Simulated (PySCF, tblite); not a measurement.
Isomers of C4H14N2OSi2, one GFN2-xTB conformer each. Single-point energies are computed at PBE0/pcSseg-1 (PySCF, gas phase, no added dispersion term), electronic only.

Problem. Rank them by PBE0/pcSseg-1 energy, lowest first (kcal/mol).
A. `[CH2:1]=[N:2][C@@H:3]([CH3:4])[Si@:5]([CH3:6])([OH:7])[SiH2:8][NH2:9]` with C1–N2–C3–C4 -14°, N2–C3–Si5–C6 -78°, C3–Si5–O7–H 176°, C3–Si5–Si8–N9 -43°, Si5–Si8–N9–H 33° and 175°
B. `[CH3:1][O:2]/[CH:3]=[CH:4]/[CH2:5][Si@@H:6]([NH2:7])[SiH2:8][NH2:9]` with C1–O2–C3–C4 0°, C3–C4–C5–Si6 101°, C4–C5–Si6–N7 58°, C5–Si6–N7–H -49° and 174°, C5–Si6–Si8–N9 -58°
C. `[CH3:1][CH:2]([CH3:3])[O:4][Si:5]1([CH3:6])[NH:7][SiH2:8][NH:9]1` with C1–C2–O4–Si5 70°, C2–O4–Si5–C6 36°
D. `[CH3:1][NH:2][Si@@H:3]1[CH2:4][CH2:5][Si@H:6]([O:7][CH3:8])[NH:9]1` with C1–N2–Si3–C4 -77°, C5–Si6–O7–C8 80°, N2–Si3–C4–C5 -98°, Si3–C4–C5–Si6 -33°, C4–C5–Si6–O7 149°, C5–Si6–N9–Si3 -27°
E. `[CH3:1][NH:2][Si@@H:3]1[CH2:4][CH2:5][Si@@H:6]([O:7][CH3:8])[NH:9]1` with C1–N2–Si3–C4 -70°, C5–Si6–O7–C8 -176°, N2–Si3–C4–C5 -144°, Si3–C4–C5–Si6 39°, C4–C5–Si6–O7 -150°, C5–Si6–N9–Si3 9°
F. `[CH3:1][CH2:2][CH2:3][Si@H:4]1[NH:5][Si@H:6]([O:7][CH3:8])[NH:9]1` with C1–C2–C3–Si4 179°, C2–C3–Si4–N5 71°, N5–Si6–O7–C8 173°
G. `[CH3:1][C@@H:2]1[CH2:3][NH:4][Si@:5]([OH:6])([CH2:7][SiH3:8])[NH:9]1` with N4–Si5–O6–H 40°, N4–Si5–C7–Si8 71°, C1–C2–C3–N4 -157°, C2–C3–N4–Si5 33°, C3–N4–Si5–O6 -139°, N4–Si5–N9–C2 -5°
H. `[CH3:1][NH:2][Si@@H:3]1[CH2:4][CH2:5][Si@:6]([CH3:7])([NH2:8])[O:9]1` with C1–N2–Si3–C4 -75°, C5–Si6–N8–H 169° and -56°, N2–Si3–C4–C5 -137°, Si3–C4–C5–Si6 32°, C4–C5–Si6–C7 -144°, C5–Si6–O9–Si3 10°

Solution. H (0.0), C (12.6), F (20.2), E (32.0), D (32.7), G (33.4), A (71.6), B (95.2).

As drawn, the lowest has an Si–O bond, which the highest lacks; the highest has an Si–Si bond and a C=C bond outside aromatic rings, which the lowest lacks. Neighbours under 2.5 kcal/mol apart (CN[Si@@H]1CC[Si@@H](OC)N1 and CN[Si@@H]1CC[Si@H](OC)N1; CN[Si@@H]1CC[Si@H](OC)N1 and C[C@@H]1CN[Si@](O)(C[SiH3])N1) can change places with a better method, another conformer or zero-point energy. CN[Si@@H]1CC[Si@@H](OC)N1 and CN[Si@@H]1CC[Si@H](OC)N1 are stereoisomers, 0.7 kcal/mol apart in the conformers taken. GFN2-xTB itself gives, in the same order: 0.0, 2.8, 7.3, 11.8, 12.6, 20.4, 64.1, 83.2. Both levels put the same isomer lowest; measured from each level's own lowest isomer, the values differ by up to 20.2 kcal/mol (CN[Si@@H]1CC[Si@@H](OC)N1: 11.8 against 32.0).

Problem. Which frontier levels, dipoles and rotational constants go with these structures?

Solution. 
```tsv
SMILES	HOMO (eV, PBE0/pcSseg-1)	LUMO (eV)	dipole (D)	A, B, C (MHz)
CN[Si@@H]1CC[Si@](C)(N)O1	-6.66	0.93	1.27	2277, 697.5, 671.2
CC(C)O[Si]1(C)N[SiH2]N1	-6.67	0.50	1.60	2181, 679.3, 653.3
CCC[Si@H]1N[Si@H](OC)N1	-6.76	0.63	1.21	4496, 451.9, 440.0
CN[Si@@H]1CC[Si@@H](OC)N1	-6.55	1.08	1.93	2946, 591.8, 526.9
CN[Si@@H]1CC[Si@H](OC)N1	-6.46	1.12	0.40	2761, 590.5, 548.7
C[C@@H]1CN[Si@](O)(C[SiH3])N1	-6.40	0.86	2.07	2390, 623.5, 609.5
C=N[C@@H](C)[Si@](C)(O)[SiH2]N	-6.81	-0.30	1.41	1294, 980.0, 703.8
CO/C=C/C[Si@@H](N)[SiH2]N	-6.13	0.03	2.61	2961, 399.2, 385.8
```

Problem. What happens when harmonic zero-point energies from GFN2-xTB frequencies are added?

Solution. 
```csv
SMILES,ZPE (kcal/mol),electronic (kcal/mol),with ZPE (kcal/mol)
CN[Si@@H]1CC[Si@](C)(N)O1,116.1,0.0,0.0
CC(C)O[Si]1(C)N[SiH2]N1,114.0,12.6,10.5
CCC[Si@H]1N[Si@H](OC)N1,114.8,20.2,18.8
CN[Si@@H]1CC[Si@@H](OC)N1,114.9,32.0,30.7
CN[Si@@H]1CC[Si@H](OC)N1,114.8,32.7,31.4
C[C@@H]1CN[Si@](O)(C[SiH3])N1,113.0,33.4,30.3
C=N[C@@H](C)[Si@](C)(O)[SiH2]N,111.5,71.6,67.0
CO/C=C/C[Si@@H](N)[SiH2]N,110.8,95.2,89.9
```

The zero-point energies span 5.3 kcal/mol. The lowest isomer stays, but the order above it changes.
